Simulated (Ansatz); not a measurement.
C2HAlF2Se, SMILES `F[C]1=C(F)[Se][AlH]1`, relaxed with RKS PBE0-D4/def2-TZVP in Ansatz 0.2.0 from a PBE-D4/def2-SVP geometry. The force threshold is 0.005 eV/Å; the program also tests the step.

Total charge 0; spin multiplicity 1.

Start:

```xyz
7

F     0.498   -1.953   -0.856
C     0.160   -0.751   -0.356
C     0.852   -0.132    0.646
F     1.930   -0.588    1.274
Se    0.137    1.636    1.193
Al   -1.145    0.674   -0.542
H    -2.432    1.113   -1.360
```

(1) By how much does the energy fall, and how many steps does the optimiser take? (An estimate is asked.)

(2) Which bonds change most? (An estimate is asked.)

(3) Give the relaxed structure. (Estimate.)

## Answers

(1) Computed: 0.04 eV, in 4 steps.

(2) The calculation gave: C3–Se5 from 1.984 to 1.952 Å; C2–C3 from 1.366 to 1.343 Å; Se5–Al6 from 2.362 to 2.341 Å; C2–Al6 from 1.941 to 1.922 Å.

(3) The calculation gave: 
```xyz
7

F     0.502   -1.931   -0.838
C     0.155   -0.735   -0.350
C     0.837   -0.128    0.636
F     1.907   -0.589    1.253
Se    0.145    1.613    1.185
Al   -1.137    0.675   -0.534
H    -2.409    1.095   -1.353
```
